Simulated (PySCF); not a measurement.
C3H8Si, SMILES [SiH2]1CCC1 (connectivity only; charge and spin as stated), charge +1, multiplicity 2. Atoms are numbered in the order given.

```xyz
12

C      0.0000     0.0000     1.5477
C      0.0000    -1.0956     0.4760
Si     0.0000     0.0000    -1.2091
C      0.0000     1.0956     0.4760
H     -0.9021     0.0000     2.1841
H      0.9021     0.0000     2.1841
H     -0.9463    -1.6709     0.3849
H      0.9463    -1.6709     0.3849
H      1.2694     0.0000    -1.9895
H     -1.2694     0.0000    -1.9895
H     -0.9463     1.6709     0.3849
H      0.9463     1.6709     0.3849
```
Charge +1, spin multiplicity 2.

The structure is a stationary point at PBE-D3(BJ)/def2-SVP. The spin state was assumed, not searched.

All values below come from PySCF with PBE-D3(BJ)/def2-SVP.

Frequencies are harmonic and unscaled.

```json
[
 {"mode": "1", "ν (cm⁻¹)": "96", "IR (km/mol)": "0.2", "moving atoms (share of kinetic energy)": "H 56 %, C 39 %"},
 {"mode": "2", "ν (cm⁻¹)": "174", "IR (km/mol)": "9.0", "moving atoms (share of kinetic energy)": "C 67 %, Si 23 %, H 11 %"},
 {"mode": "3", "ν (cm⁻¹)": "422", "IR (km/mol)": "0.0", "moving atoms (share of kinetic energy)": "H 100 %"},
 {"mode": "4", "ν (cm⁻¹)": "453", "IR (km/mol)": "3.2", "moving atoms (share of kinetic energy)": "C 49 %, Si 42 %, H 9 %"},
 {"mode": "5", "ν (cm⁻¹)": "470", "IR (km/mol)": "2.7", "moving atoms (share of kinetic energy)": "H 96 %"},
 {"mode": "6", "ν (cm⁻¹)": "525", "IR (km/mol)": "0.0", "moving atoms (share of kinetic energy)": "H 78 %, C 22 %"},
 {"mode": "7", "ν (cm⁻¹)": "573", "IR (km/mol)": "0.0", "moving atoms (share of kinetic energy)": "H 82 %, C 18 %"},
 {"mode": "8", "ν (cm⁻¹)": "592", "IR (km/mol)": "10.4", "moving atoms (share of kinetic energy)": "C 73 %, H 14 %, Si 13 %"},
 {"mode": "9", "ν (cm⁻¹)": "694", "IR (km/mol)": "38.7", "moving atoms (share of kinetic energy)": "H 79 %, C 14 %"},
 {"mode": "10", "ν (cm⁻¹)": "835", "IR (km/mol)": "2.8", "moving atoms (share of kinetic energy)": "H 86 %, C 12 %"},
 {"mode": "11", "ν (cm⁻¹)": "860", "IR (km/mol)": "71.3", "moving atoms (share of kinetic energy)": "H 66 %, C 25 %, Si 8 %"},
 {"mode": "12", "ν (cm⁻¹)": "903", "IR (km/mol)": "67.2", "moving atoms (share of kinetic energy)": "H 95 %"},
 {"mode": "13", "ν (cm⁻¹)": "917", "IR (km/mol)": "0.0", "moving atoms (share of kinetic energy)": "H 100 %"},
 {"mode": "14", "ν (cm⁻¹)": "966", "IR (km/mol)": "39.2", "moving atoms (share of kinetic energy)": "H 77 %, C 23 %"},
 {"mode": "15", "ν (cm⁻¹)": "983", "IR (km/mol)": "0.6", "moving atoms (share of kinetic energy)": "C 53 %, H 46 %"},
 {"mode": "16", "ν (cm⁻¹)": "1040", "IR (km/mol)": "32.5", "moving atoms (share of kinetic energy)": "C 75 %, H 25 %"},
 {"mode": "17", "ν (cm⁻¹)": "1153", "IR (km/mol)": "0.7", "moving atoms (share of kinetic energy)": "H 72 %, C 28 %"},
 {"mode": "18", "ν (cm⁻¹)": "1177", "IR (km/mol)": "0.0", "moving atoms (share of kinetic energy)": "H 93 %"},
 {"mode": "19", "ν (cm⁻¹)": "1208", "IR (km/mol)": "6.4", "moving atoms (share of kinetic energy)": "H 75 %, C 25 %"},
 {"mode": "20", "ν (cm⁻¹)": "1288", "IR (km/mol)": "0.0", "moving atoms (share of kinetic energy)": "H 91 %, C 9 %"},
 {"mode": "21", "ν (cm⁻¹)": "1315", "IR (km/mol)": "8.8", "moving atoms (share of kinetic energy)": "H 89 %, C 10 %"},
 {"mode": "22", "ν (cm⁻¹)": "1424", "IR (km/mol)": "2.7", "moving atoms (share of kinetic energy)": "H 91 %, C 9 %"},
 {"mode": "23", "ν (cm⁻¹)": "2228", "IR (km/mol)": "12.0", "moving atoms (share of kinetic energy)": "H 98 %"},
 {"mode": "24", "ν (cm⁻¹)": "2269", "IR (km/mol)": "14.8", "moving atoms (share of kinetic energy)": "H 95 %"},
 {"mode": "25", "ν (cm⁻¹)": "2962", "IR (km/mol)": "73.8", "moving atoms (share of kinetic energy)": "H 96 %"},
 {"mode": "26", "ν (cm⁻¹)": "2971", "IR (km/mol)": "7.8", "moving atoms (share of kinetic energy)": "H 96 %"},
 {"mode": "27", "ν (cm⁻¹)": "3056", "IR (km/mol)": "0.0", "moving atoms (share of kinetic energy)": "H 95 %"},
 {"mode": "28", "ν (cm⁻¹)": "3084", "IR (km/mol)": "45.0", "moving atoms (share of kinetic energy)": "H 89 %, C 11 %"},
 {"mode": "29", "ν (cm⁻¹)": "3087", "IR (km/mol)": "0.0", "moving atoms (share of kinetic energy)": "H 89 %, C 11 %"},
 {"mode": "30", "ν (cm⁻¹)": "3128", "IR (km/mol)": "7.5", "moving atoms (share of kinetic energy)": "H 90 %, C 10 %"}
]
```
